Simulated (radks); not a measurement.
Values are calculated unless marked as measured or tabulated.
Task: Radial electron density D(r) = 4 pi r^2 rho(r) of an atom or ion with 51 electrons. Code: a radial shooting solver on a logarithmic mesh with Libxc functionals. Model: scalar-relativistic Kohn-Sham, exchange-only r2SCAN, spin-polarised, spherical densities, finite nucleus; meta-GGA in the generalised Kohn-Sham scheme; Fermi nuclear charge, rms radius of each element as measured or else 0.836 A^(1/3) + 0.57 fm.

| r (bohr) | D(r) (e/bohr) | spin D(r) |
|---|---|---|
| 0.001393 | 3.000 | -0.0000627 |
| 0.001661 | 4.047 | -0.0000841 |
| 0.001965 | 5.360 | -0.000110 |
| 0.002343 | 7.149 | -0.000145 |
| 0.002794 | 9.464 | -0.000189 |
| 0.003305 | 12.27 | -0.000240 |
| 0.003941 | 15.94 | -0.000300 |
| 0.0047 | 20.45 | -0.000365 |
| 0.00556 | 25.59 | -0.000421 |
| 0.00663 | 31.81 | -0.000455 |
| 0.007842 | 38.41 | -0.000433 |
| 0.009352 | 45.69 | -0.000293 |
| 0.01115 | 52.84 | 0.0000604 |
| 0.01319 | 58.86 | 0.000733 |
| 0.01573 | 63.55 | 0.00199 |
| 0.01876 | 65.85 | 0.00410 |
| 0.02219 | 65.51 | 0.00720 |
| 0.02646 | 62.92 | 0.0119 |
| 0.0313 | 59.56 | 0.0178 |
| 0.03732 | 57.23 | 0.0253 |
| 0.0445 | 58.38 | 0.0329 |
| 0.05264 | 63.81 | 0.0383 |
| 0.06277 | 72.87 | 0.0391 |
| 0.07426 | 81.21 | 0.0325 |
| 0.08855 | 84.82 | 0.0176 |
| 0.1056 | 80.34 | -0.000838 |
| 0.1249 | 70.51 | -0.0117 |
| 0.1489 | 61.08 | -0.00432 |
| 0.1776 | 59.28 | 0.0253 |
| 0.2101 | 64.84 | 0.0593 |
| 0.2505 | 70.22 | 0.0715 |
| 0.2963 | 66.10 | 0.0461 |
| 0.3534 | 50.70 | 0.00559 |
| 0.4214 | 32.67 | 0.00737 |
| 0.4985 | 22.73 | 0.0744 |
| 0.5944 | 22.10 | 0.159 |
| 0.7088 | 24.93 | 0.155 |
| 0.8384 | 24.17 | 0.0467 |
| 0.9998 | 18.78 | -0.0556 |
| 1.183 | 12.34 | 0.00679 |
| 1.41 | 7.221 | 0.305 |
| 1.682 | 4.469 | 0.745 |
| 1.989 | 3.241 | 1.11 |
| 2.372 | 2.454 | 1.24 |
| 2.806 | 1.760 | 1.10 |
| 3.346 | 1.071 | 0.773 |
| 3.99 | 0.5371 | 0.429 |
| 4.72 | 0.2258 | 0.194 |
| 5.628 | 0.07285 | 0.0663 |
| 6.711 | 0.02160 | 0.0207 |
| 7.939 | 0.01159 | 0.0115 |
| 9.467 | 0.01274 | 0.0127 |
| 11.2 | 0.01536 | 0.0154 |
| 13.35 | 0.01722 | 0.0172 |
| 15.92 | 0.01660 | 0.0166 |
| 18.84 | 0.01315 | 0.0132 |
| 22.46 | 0.007788 | 0.00779 |
| 26.78 | 0.003238 | 0.00324 |
| 31.68 | 0.0009651 | 0.000965 |
| 37.78 | 0.0001792 | 0.000179 |

What is the nuclear charge?

Result: Z = 51. The innermost maximum, from 1s, lies near gamma/Z bohr with gamma = sqrt(1 - (Z/c)^2) = 0.928, here 0.0182 bohr (found: 0.0200), and its height grows with Z. The density is that of neutral antimony in [Kr] 4d10 5s2 5p2.75 6p0.25; the configuration itself is not fixed sharply by these data, and Z only to a few units. D(r) has 5 maxima, at r = 0.0200, 0.0878, 0.257, 0.750, 14.1 bohr, and minima at 0.0388, 0.168, 0.549, 8.26 bohr, inside which lie 1.99, 11.16, 28.97, 50.76 electrons.
